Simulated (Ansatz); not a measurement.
Two members of one family (Oligo(N-methylpyrrole)), computed with Ansatz in the gas phase. The two geometries come from different levels. Binding counts from free atoms in the multiplicity of their measured ground term, without zero-point energy. The structures are stationary points that may keep the symmetry of their start.

First: Cn1cccc1-c1cccn1C (singlet, charge 0, r2SCAN-D4/def2-SVP geometry).

```csv
atom,x (Å),y (Å),z (Å)
C1,-1.760,1.162,-1.519
N2,-1.444,-0.190,-1.114
C3,-2.017,-1.313,-1.658
C4,-1.469,-2.429,-1.049
C5,-0.532,-1.962,-0.095
C6,-0.528,-0.566,-0.142
C7,0.220,0.403,0.639
C8,-0.199,1.576,1.272
C9,0.923,2.140,1.930
C10,1.999,1.303,1.688
N11,1.575,0.259,0.903
C12,2.434,-0.806,0.433
H13,-2.040,1.163,-2.582
H14,-2.596,1.582,-0.934
H15,-0.882,1.806,-1.377
H16,-2.770,-1.224,-2.440
H17,-1.723,-3.465,-1.268
H18,0.060,-2.567,0.592
H19,-1.220,1.952,1.282
H20,0.945,3.053,2.523
H21,3.039,1.366,2.006
H22,3.452,-0.414,0.296
H23,2.061,-1.183,-0.529
H24,2.472,-1.648,1.144
```

```tsv
level	HOMO (eV)	LUMO (eV)	gap (eV)	binding per atom (eV)
PBE-D4/def2-SVP	-4.33	-0.53	3.80	4.98
r2SCAN-D4/def2-TZVP	-4.55	-0.56	3.99	4.74
B3LYP-D4/def2-TZVP	-5.13	-0.07	5.06	4.73
PBE0-D4/def2-SVP	-5.27	0.29	5.56	4.87
PBE0-D4/def2-TZVP	-5.32	0.13	5.45	4.80
```

Second: Cn1cccc1-c1ccc(-c2ccc(-c3cccn3C)n2C)n1C (singlet, charge 0, PBE-D4/def2-SVP geometry).

```xyz
46

C     1.7854   -1.2397   -5.3900
N     2.7780   -1.2178   -4.3337
C     4.0661   -1.6875   -4.4692
C     4.7272   -1.5347   -3.2550
C     3.8037   -0.9414   -2.3510
C     2.5945   -0.7444   -3.0361
C     1.3415   -0.1535   -2.5896
C     0.4906    0.7614   -3.2283
C    -0.5916    1.0319   -2.3547
C    -0.3950    0.2850   -1.1879
C    -1.2718    0.1745   -0.0285
C    -2.6340   -0.1424    0.0008
C    -3.0715   -0.0494    1.3451
C    -1.9703    0.3273    2.1307
C    -1.8683    0.5440    3.5658
C    -0.8845    0.1370    4.4812
C    -1.2768    0.5836    5.7727
C    -2.4871    1.2527    5.6210
N    -2.8387    1.2338    4.2897
C    -4.0311    1.8585    3.7514
N    -0.8806    0.4672    1.2763
C     0.4129    1.0069    1.6490
N     0.7837   -0.4411   -1.3471
C     1.2514   -1.4655   -0.4344
H     0.7743   -1.3340   -4.9520
H     1.8101   -0.3156   -6.0055
H     1.9740   -2.1077   -6.0515
H     4.4088   -2.1029   -5.4237
H     5.7652   -1.8164   -3.0489
H     3.9974   -0.6480   -1.3135
H     0.6778    1.2209   -4.2049
H    -1.4266    1.7220   -2.5187
H    -3.2225   -0.4400   -0.8737
H    -4.0694   -0.2859    1.7299
H     0.0038   -0.4536    4.2325
H    -0.7395    0.4316    6.7151
H    -3.1276    1.7491    6.3591
H    -4.2895    2.7451    4.3634
H    -4.9002    1.1664    3.7499
H    -3.8480    2.1805    2.7098
H     1.1070    0.2223    2.0162
H     0.8673    1.4955    0.7653
H     0.2873    1.7508    2.4587
H     1.7011   -2.2982   -1.0079
H     0.3934   -1.8438    0.1540
H     2.0224   -1.0846    0.2680
```

Task: What does the change do? Estimate second minus first.

Result: 
```json
{"level": "PBE-D4/def2-SVP", "Δ HOMO (eV)": "0.27", "Δ LUMO (eV)": "-0.45", "Δ gap (eV)": "-0.72", "Δ binding per atom (eV)": "0.12"}
{"level": "r2SCAN-D4/def2-TZVP", "Δ HOMO (eV)": "0.31", "Δ LUMO (eV)": "-0.45", "Δ gap (eV)": "-0.75", "Δ binding per atom (eV)": "0.10"}
{"level": "B3LYP-D4/def2-TZVP", "Δ HOMO (eV)": "0.35", "Δ LUMO (eV)": "-0.44", "Δ gap (eV)": "-0.79", "Δ binding per atom (eV)": "0.09"}
{"level": "PBE0-D4/def2-SVP", "Δ HOMO (eV)": "0.34", "Δ LUMO (eV)": "-0.52", "Δ gap (eV)": "-0.87", "Δ binding per atom (eV)": "0.11"}
{"level": "PBE0-D4/def2-TZVP", "Δ HOMO (eV)": "0.36", "Δ LUMO (eV)": "-0.47", "Δ gap (eV)": "-0.83", "Δ binding per atom (eV)": "0.10"}
```
